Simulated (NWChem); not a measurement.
System: CH3ClSe; SMILES Cl[Se]C

Program: NWChem. The geometry was optimised at PBE0/def2-SVP. Ions are spin-unrestricted doublets at the neutral geometry; other ion states weren't tried.

**Question.** What does the run give for PBE/aug-cc-pVDZ? Quantities: vertical ionisation energy, ΔSCF (eV); −ε(HOMO) (eV).

**Answer.** 
```json
{
  "vertical ionisation energy, ΔSCF (eV)": "8.68",
  "−ε(HOMO) (eV)": "5.41"
}
```
